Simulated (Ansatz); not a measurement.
C-H bond dissociation enthalpy at 298 K of organics with oxygen, in kcal/mol, species as SMILES. Terms: UHF or UKS for open shells; dispersion terms only where a functional's name holds one; spin-orbit terms left out; frozen cores in correlated levels; non-relativistic. CBS marks a two-point X^-3 extrapolation of the correlation energy; Hartree-Fock from the larger set. Ab initio and DFT rows: single points at B3LYP-D3(BJ) geometries (Ansatz, a program for electronic structure), with unscaled harmonic terms from B3LYP/6-31G* (Ansatz) at its own minima.

CCSD(T)/CBS(cc-pVTZ,cc-pVQZ) (Ansatz) is a level with limits of its own, not a measurement.

The rows were drawn at random among computed neutral closed-shell members with both values; the withheld row is one of them. Species whose geometry shows other bonds than their SMILES are left out. No case is left out for the size of its miss. Left out are saddle points of the reference geometry, anions that the best level run finds unbound, excited spin states, species near biochemistry, 298 K rows of species without real B3LYP wavenumbers, cases with under five habitual levels, runs that failed or that the program found above a lower state of the same kind, table entries that another table contradicts, and a share of species set aside by lot. Sets whose x spans too little, or whose line has r² under 0.6, are not shown.

```
case                               B3LYP/STO-3G (Ansatz) (x)  CCSD(T)/CBS(cc-pVTZ,cc-pVQZ) (Ansatz) (y)
---------------------------------  -------------------------  -----------------------------------------
OCC(C)C, to C[C](C)CO + H atom                         121.5                                       98.2
CC(C)CO, to [CH2]C(C)CO + H atom                       130.1                                      101.7
COC(C)C, to CO[C](C)C + H atom                         112.4                                       95.3
COC(C)C, to [CH2]OC(C)C + H atom                       116.1                                       95.6
C(C)(CO)C, to CC(C)[CH]O + H atom                      112.7                                       95.8
```

### Question
Fit y = a + b·x by least squares, and use it to estimate the value at CCSD(T)/CBS(cc-pVTZ,cc-pVQZ) (Ansatz) for COC(C)C, to [CH2]C(C)OC + H atom, where B3LYP/STO-3G (Ansatz) gives 129.1 kcal/mol.

### Answer
Means: x 118.560, y 97.320. Sums about the means: Sxx 220.15, Sxy 78.714. Slope b = Sxy/Sxx = 0.3575, intercept a = mean y - b·mean x = 54.93; the rows scatter about the line by 0.48 (root mean square), r² = 0.96. A constant shift, the mean of y - x, would give 107.9 kcal/mol. Prediction for COC(C)C, to [CH2]C(C)OC + H atom: 101.1 kcal/mol. The value at CCSD(T)/CBS(cc-pVTZ,cc-pVQZ) (Ansatz) is 102.1 kcal/mol, so the fit misses by -1.0 kcal/mol, against +27.0 kcal/mol without it. The fit is meant for species like these alone.
